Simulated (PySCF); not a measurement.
C6H7F2: g tensor and hyperfine couplings

Compound: C6H7F2 (doublet state).
Z-matrix (Å and degrees, GFN2-xTB geometry), rows numbered from 1:
```
C 
C   1  1.3216
C   2  1.4782  1  123.38
C   3  1.4628  2  122.04  1  -159.87
C   4  1.4604  3   63.55  2  -108.28
C   5  1.5077  3  119.60  4  -110.18
F   6  1.3582  5  111.00  3   -80.17
F   6  1.3583  5  110.13  3   163.17
H   1  1.0757  2  121.67  3   179.16
H   1  1.0773  2  121.92  3    -0.94
H   2  1.0805  1  120.36  3  -178.78
H   3  1.0898  2  112.25  1   -11.44
H   4  1.0668  3  133.91  5  -124.83
H   5  1.0895  3  118.89  4   108.99
H   6  1.0987  5  114.26  3    41.97
```

The hyperfine couplings belong to this conformer and change with its torsions.

The species is `C(F)([C@@H]1[C@H](C=C)[CH]1)F` [radical].

Method: UKS B3LYP, pcH-1 on C F H, non-relativistic, mean-field spin-orbit, GIAO (PySCF 2.14.0). The structure is a single GFN2-xTB conformer in the gas phase; no vibrational or solvent corrections. Couplings are sensitive to structure, and on GFN2-xTB geometries they can be far from those on DFT ones. No stability test was run, so a lower SCF solution isn't excluded.

```json
{
  "g1, g2, g3": "2.00224, 2.00277, 2.00293",
  "g_iso": "2.00265",
  "Form of g": "rhombic: the two nearest values differ by 24 % of g3 − g1",
  "⟨S²⟩": "0.7532 (exact 0.7500)",
  "HOMO–LUMO gap, α and β orbitals": "6.52, 4.47 eV",
  "Total energy": "-432.43208 Eh",
  "Basis functions": "270"
}
```

Isotropic coupling and dipolar principal values T1 to T3, in mT (MHz turned into mT with g_iso):

```
atom  isotope  a_iso     T1     T2    T3  Mulliken spin population
  C1      13C  -0.02  -0.08   0.00  0.08                     -0.01
  C2      13C   1.77  -0.14  -0.09  0.22                      0.03
  C3      13C  -0.69  -0.15   0.00  0.15                     -0.03
  C4      13C   9.12  -2.75  -2.59  5.35                      0.98
  C5      13C  -0.70  -0.15  -0.02  0.17                     -0.04
  C6      13C   2.12  -0.14  -0.11  0.25                      0.02
  F7      19F  -0.21  -0.13  -0.11  0.24                      0.00
  F8      19F   0.21  -0.36  -0.28  0.64                      0.00
  H9       1H   0.06  -0.04  -0.02  0.06                      0.00
 H10       1H   0.01  -0.05  -0.04  0.09                      0.00
 H11       1H  -0.10  -0.18  -0.08  0.26                      0.00
 H12       1H   2.16  -0.19  -0.07  0.26                      0.03
 H13       1H  -0.63  -1.23  -0.14  1.37                     -0.02
 H14       1H   2.09  -0.18  -0.07  0.26                      0.03
 H15       1H  -0.08  -0.17  -0.09  0.26                      0.00
```

The largest Mulliken spin population is on C4 (+0.98). The angles at C4 add up to 330.1°, so it is pyramidal.

Under fast tumbling the dipolar parts average out, and these isotropic splittings remain (the largest six): 1 × 1H (H12, I = 1/2, 2 lines) with 2.16 mT, 1 × 1H (H14, I = 1/2, 2 lines) with 2.09 mT, 1 × 1H (H13, I = 1/2, 2 lines) with 0.63 mT, 1 × 19F (F7, I = 1/2, 2 lines) with 0.21 mT, 1 × 19F (F8, I = 1/2, 2 lines) with 0.21 mT and 1 × 1H (H11, I = 1/2, 2 lines) with 0.10 mT.

The 13C coupling of C4 (255.6 MHz) shows only in satellite lines or after enrichment, since that isotope makes up about 1.07 % of natural carbon.
